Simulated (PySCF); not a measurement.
Constitutional and geometric isomers with formula C3H3Cl. Isolated molecules, 0 K electronic values unless said otherwise. Strings in code marks are SMILES.

The LUMO from two functionals at the same geometries (B3LYP-D3(BJ)/def2-TZVP), both in PySCF: PBE-D3(BJ)/def2-TZVP and TPSSh-D3(BJ)/def2-TZVP. 

```tsv
species	PBE-D3(BJ)/def2-TZVP (eV)	TPSSh-D3(BJ)/def2-TZVP (eV)
`C(CCl)#C`	-1.55	-0.95
`C=C=CCl`	-1.84	-1.26
`C1CC=1Cl`	-1.10	-0.52
```

Over these rows, drawn at random from the members with no instability flagged (it was tested for open shells, ions and some series alone), PBE minus TPSSh-D3(BJ): mean -0.59 eV, from -0.60 eV to -0.58 eV.
